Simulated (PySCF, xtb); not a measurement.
Dissociation curve of HBr, singlet.

RHF/3-21G = restricted Hartree-Fock/3-21G run with PySCF; RHF/6-31G* = restricted Hartree-Fock/6-31G*, spherical d (PySCF); GFN1-xTB (xtb); UCCSD(T) = CCSD(T) on UHF/def2-TZVP, 9 core orbitals frozen (PySCF).

Energies relative to the lowest point of each curve near equilibrium, in eV; the last columns give the difference from UCCSD(T):

| R / Å | RHF/3-21G | RHF/6-31G* | GFN1-xTB | UCCSD(T) | RHF/3-21G − UCCSD(T) | RHF/6-31G* − UCCSD(T) | GFN1-xTB − UCCSD(T) |
|---|---|---|---|---|---|---|---|
| 1.14 | 1.684 | 1.753 | 2.164 | 1.722 | -0.038 | 0.032 | 0.442 |
| 1.20 | 0.936 | 0.950 | 1.108 | 0.946 | -0.010 | 0.005 | 0.163 |
| 1.29 | 0.292 | 0.267 | 0.292 | 0.280 | 0.012 | -0.013 | 0.013 |
| 1.32 | 0.171 | 0.144 | 0.156 | 0.157 | 0.014 | -0.014 | -0.001 |
| 1.37 | 0.047 | 0.027 | 0.030 | 0.036 | 0.010 | -0.009 | -0.006 |
| 1.42 | 0.000 | 0.000 | 0.000 | 0.000 | 0.000 | 0.000 | 0.000 |
| 1.45 | 0.002 | 0.019 | 0.016 | 0.011 | -0.009 | 0.008 | 0.005 |
| 1.51 | 0.058 | 0.118 | 0.104 | 0.089 | -0.032 | 0.028 | 0.014 |
| 1.57 | 0.169 | 0.279 | 0.246 | 0.226 | -0.058 | 0.053 | 0.020 |
| 1.66 | 0.409 | 0.602 | 0.525 | 0.504 | -0.095 | 0.098 | 0.021 |
| 1.77 | 0.785 | 1.071 | 0.930 | 0.907 | -0.122 | 0.164 | 0.023 |
| 1.94 | 1.464 | 1.853 | 1.616 | 1.578 | -0.114 | 0.276 | 0.038 |
| 2.15 | 2.360 | 2.802 | 2.438 | 2.356 | 0.004 | 0.447 | 0.082 |
| 2.34 | 3.152 | 3.593 | 3.091 | 2.947 | 0.205 | 0.646 | 0.144 |
| 2.53 | 3.887 | 4.302 | 3.641 | 3.387 | 0.501 | 0.916 | 0.255 |
| 2.85 | 4.961 | 5.315 | 4.339 | 3.737 | 1.224 | 1.578 | 0.602 |
| 3.12 | 5.702 | 6.003 | — | 3.826 | 1.876 | 2.177 | — |
| 3.45 | 6.417 | 6.668 | — | 3.859 | 2.558 | 2.809 | — |
| 3.87 | 7.071 | 7.288 | — | 3.871 | 3.200 | 3.417 | — |
| 4.25 | 7.470 | 7.686 | — | 3.874 | 3.596 | 3.812 | — |
| 4.98 | 7.917 | 8.165 | — | 3.876 | 4.042 | 4.289 | — |
| 5.67 | 8.146 | 8.424 | — | 3.876 | 4.270 | 4.548 | — |

RHF/3-21G is furthest from UCCSD(T) at 5.67 (4.270 eV, above); its mean absolute difference over the points is 1.000 eV.

RHF/6-31G* is furthest from UCCSD(T) at 5.67 (4.548 eV, above); its mean absolute difference over the points is 1.152 eV.

GFN1-xTB is furthest from UCCSD(T) at 2.85 (0.602 eV, above); its mean absolute difference over the points is 0.114 eV.

Dashes: no converged value, or the column stops at the first point that the program doubted or that broke a chosen test of continuity, which isn't proof of a fault.

The restricted form behind RHF/3-21G, RHF/6-31G* keeps the bonding electrons paired and can't separate into open-shell fragments. The unrestricted determinant behind UCCSD(T) is spin-contaminated at 1.94 to 5.67 Å (<S²> up to 1.0, against 0.00 for a pure singlet).
